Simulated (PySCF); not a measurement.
**`O=C(CC=C)OC=O`, C$_{5}$H$_{6}$O$_{3}$**

Molfile (atoms numbered from 1):
```
C5H6O3
     RDKit          3D

 14 13  0  0  0  0  0  0  0  0999 V2000
   -2.6887   -0.4657   -0.5426 C   0  0  0  0  0  0  0  0  0  0  0  0
   -1.7463    0.2506    0.0383 C   0  0  0  0  0  0  0  0  0  0  0  0
   -0.4206   -0.3034    0.4609 C   0  0  0  0  0  0  0  0  0  0  0  0
    0.7251    0.4821   -0.1254 C   0  0  0  0  0  0  0  0  0  0  0  0
    0.6896    1.5664   -0.6050 O   0  0  0  0  0  0  0  0  0  0  0  0
    1.8857   -0.2781    0.0037 O   0  0  0  0  0  0  0  0  0  0  0  0
    3.0905    0.1275   -0.4556 C   0  0  0  0  0  0  0  0  0  0  0  0
    3.3584    1.1236   -1.0350 O   0  0  0  0  0  0  0  0  0  0  0  0
   -3.6287   -0.0336   -0.8374 H   0  0  0  0  0  0  0  0  0  0  0  0
   -2.5620   -1.5171   -0.7452 H   0  0  0  0  0  0  0  0  0  0  0  0
   -1.8824    1.3054    0.2286 H   0  0  0  0  0  0  0  0  0  0  0  0
   -0.3151   -1.3527    0.1814 H   0  0  0  0  0  0  0  0  0  0  0  0
   -0.3166   -0.2370    1.5495 H   0  0  0  0  0  0  0  0  0  0  0  0
    3.8103   -0.6685   -0.1931 H   0  0  0  0  0  0  0  0  0  0  0  0
  1  2  2  0
  2  3  1  0
  3  4  1  0
  4  5  2  0
  4  6  1  0
  6  7  1  0
  7  8  2  0
  1  9  1  0
  1 10  1  0
  2 11  1  0
  3 12  1  0
  3 13  1  0
  7 14  1  0
M  END
```

Level of theory: PySCF 2.14.0, GIAO B3LYP/pcSseg-1 magnetisability, rotational g tensor and spin-rotation constants, non-relativistic, gas phase. Geometry: GFN2-xTB.

(1) How diamagnetic is it, and how anisotropic?

(2) Split it along the inertial axes a, b, c into diamagnetic and paramagnetic parts about the centre of mass, with the quadrupole moment.

(3) And the rotational g tensor?

## Answers

(1) Isotropic -888 × 10⁻³⁰ J/T², or -53.5 × 10⁻⁶ cm³/mol; principal values -1040, -882, -743 × 10⁻³⁰ J/T², anisotropy 257 × 10⁻³⁰ J/T² (root of half the summed squared differences of the principal values). The susceptibility is in cgs units.

(2) 
```tsv
axis	χ (10⁻⁶ cm³/mol)	diamagnetic (10⁻⁶ cm³/mol)	paramagnetic (10⁻⁶ cm³/mol)	summed x² of all electrons (Å²)	quadrupole Θ (D Å)
a	-53.1	-268.5	215.4	278.4	-0.17
b	-45.6	-1263.6	1218.0	43.9	-3.08
c	-61.7	-1367.6	1305.9	19.4	+3.25
```
Anisotropies 2χaa − χbb − χcc = +1.0 and 2χbb − χaa − χcc = +23.7 × 10⁻⁶ cm³/mol. Θ is traceless in Buckingham's convention.

(3) 
```tsv
axis	rotational constant (GHz)	g	nuclear part	electronic part
a	6.7678	-0.0933	0.5914	-0.6847
b	0.9993	-0.0165	0.5553	-0.5718
c	0.9193	-0.0098	0.5542	-0.5640
```
Asymmetric top; isotopes 12C, 1H, 16O; no vibrational averaging.
